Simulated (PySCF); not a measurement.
**C3H8Cl3GeN: core ionisation energies**

Ge(NMeEt)Cl3, C₃H₈Cl₃GeN.
Structure used (PBE0-D3(BJ)/def2-SVP), in Å, numbered top down from 1:
```xyz
16
C3H8Cl3GeN angstrom
Ge    -0.303    0.737   -1.762
N     -0.328    0.568    0.026
C      0.566    1.384    0.818
C     -0.765   -0.686    0.619
C      0.318   -1.744    0.777
H      0.108    1.582    1.803
H      1.555    0.921    0.989
H      0.727    2.356    0.330
H     -1.206   -0.447    1.605
H     -1.592   -1.085    0.010
H     -0.103   -2.658    1.224
H      0.757   -2.011   -0.197
H      1.134   -1.402    1.432
Cl     1.384   -0.194   -2.724
Cl    -0.237    2.810   -2.282
Cl    -2.048   -0.165   -2.601
```

Method used: delta-SCF UKS SCAN, pcX-2 on the ionised atom, pcseg-1 elsewhere, spin-free X2C in PySCF 2.14.0. These are vertical core ionisation energies against the vacuum level, from separate self-consistent calculations with and without the core hole.

Problem. List the computed XPS lines with their assignment.

Solution. 
```csv
atom(s),bonded to,level,binding energy (eV),2p1/2 (eV),above the level's lowest (eV),count
Cl14/Cl15/Cl16,Ge,Cl 2p3/2,205.64,207.29,0.00,3
C5,C and 3 H,C 1s,290.83,–,0.00,1
C4,"N, C and 2 H",C 1s,291.88,–,+1.05,1
C3,N and 3 H,C 1s,291.93,–,+1.10,1
N2,2 C and Ge,N 1s,404.98,–,0.00,1
Cl14/Cl15/Cl16,Ge,Cl 1s,2828.22,–,0.00,3
```

Lowest listed C 1s: C5, bonded to C and 3 H. Highest, 1.10 eV above it: C3, bonded to N and 3 H.

Problem. What is the longest wavelength that can ionise N 1s of N2 (atom 2) vertically?

Solution. λ = hc/E = 12398.42 eV Å / 404.98 eV = 30.615 Å.

One atom of each set of topologically equivalent atoms was ionised and stands for the set; in this conformer not all members are related by symmetry, and their own values weren't computed. The 2p values add to the ΔSCF energy of one spin-free hole a correction within the shell (spin–orbit coupling, ligand field). 2p1/2 minus 2p3/2 (ligand field included): Cl 1.65 eV. No level of germanium is listed. The structure is a single PBE0-D3(BJ)/def2-SVP conformer in the gas phase; no vibrational or solvent corrections.
